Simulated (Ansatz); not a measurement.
2 `[Cu][Br]` → `[Cu][Cu]` + Br₂ at 700 K and 1 bar (formal exchange of groups at a Cu–Br bond).

Isolated molecules relaxed with PBE0-D4/def2-TZVP in Ansatz; ΔE leaves out vibrations. CBS: MP2 limit from def2 TZ/QZ plus the TZ coupled-cluster correction, frozen cores. For Br, Cu outer-core shells are correlated without core-valence functions, which leaves a few kJ/mol of doubt a bond. Scalar relativity is left out up to krypton.

```json
{"species": "`[Cu][Br]`", "CCSD(T)/CBS energy (Eh)": "-4212.85462", "H − E (kJ/mol)": "26.4", "S (J/(mol·K))": "280.2"}
{"species": "`[Cu][Cu]`", "CCSD(T)/CBS energy (Eh)": "-3278.98409", "H − E (kJ/mol)": "26.3", "S (J/(mol·K))": "274.1"}
{"species": "Br₂", "CCSD(T)/CBS energy (Eh)": "-5146.62008", "H − E (kJ/mol)": "26.4", "S (J/(mol·K))": "276.4"}
```

H − E and S are ideal-gas, rigid-rotor, harmonic terms from PBE0-D4/def2-TZVP. 1 Eh = 2625.50 kJ/mol, R = 8.31446 J/(mol·K).

Question: By hand: ΔE, ΔH, ΔS and ΔG.

Answer: ΔE = (-3278.98409) + (-5146.62008) − 2 × (-4212.85462) = 0.10507 Eh = 275.9 kJ/mol. Δ(H − E) = 26.3 + 26.4 − 2 × 26.4 = -0.1, so ΔH = 275.8 kJ/mol. ΔS = 274.1 + 276.4 − 2 × 280.2 = -9.9 J/(mol·K). ΔG = 275.8 − 700 × (-9.9)/1000 = 282.7 kJ/mol.

Question: By hand: the equilibrium constant, and the temperature at which ΔG would vanish if ΔH and ΔS stayed fixed.

Answer: log₁₀ K = −ΔG/(RT ln 10) = -21.1. ΔH and −TΔS have one sign here, so there is no such temperature.

The number of gas molecules stays the same, so ΔS is small and ΔH decides. A doubt of 5 kJ/mol in ΔE shifts log₁₀ K by 0.4 here. These are equilibria of isolated gas molecules and say nothing of rates. Largest T1 diagnostic: 0.027 (customary marks: 0.02 for closed shells, 0.045 for open ones).
